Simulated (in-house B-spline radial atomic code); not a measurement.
A radial electron density 4πr²n(r) was computed for an atom or ion in its tabulated ground configuration with a B-spline radial code for spherical atoms; method: non-relativistic LC-wPBE, spin-polarised, spherical fractional occupations, exact exchange averaged over the configuration. Columns: r (bohr), 4πr²n(r) (electrons per bohr), bar.

```
 0.00413   0.3439 #
 0.00481   0.4577 #
 0.00559   0.6047 ##
 0.00651   0.7993 ##
 0.00758    1.052 ###
 0.00882    1.375 ####
  0.0103    1.799 #####
  0.0119    2.296 ######
  0.0139    2.962 ########
  0.0162    3.772 ###########
  0.0188    4.723 #############
  0.0219    5.875 ################
  0.0255    7.202 ####################
  0.0297    8.686 ########################
  0.0345    10.25 #############################
  0.0402    11.87 #################################
  0.0468    13.38 #####################################
  0.0544    14.63 #########################################
  0.0634    15.48 ###########################################
  0.0737    15.74 ############################################
  0.0858    15.31 ###########################################
  0.0999    14.18 ########################################
   0.116    12.51 ###################################
   0.135    10.52 #############################
   0.157    8.626 ########################
   0.183    7.189 ####################
   0.213    6.539 ##################
   0.248    6.703 ###################
   0.289    7.435 #####################
   0.336    8.227 #######################
   0.391     8.56 ########################
   0.455    8.064 #######################
    0.53    6.719 ###################
   0.616    4.893 ##############
   0.717    3.036 ########
   0.835    1.573 ####
   0.972    0.668 ##
    1.13   0.2272 #
    1.32  0.05657 
    1.53  0.01121 
    1.78 0.001504
```

(1) Which atom or ion is it?
A. P8+
B. Si7+
C. Al8+
D. Si8+

Answers

(1) D. The area under the curve, ∫4πr²n dr = ∫r·4πr²n d(ln r) on this logarithmic grid, is 6 electrons, which only this option has. The configuration is [He] 2s2 2p2.
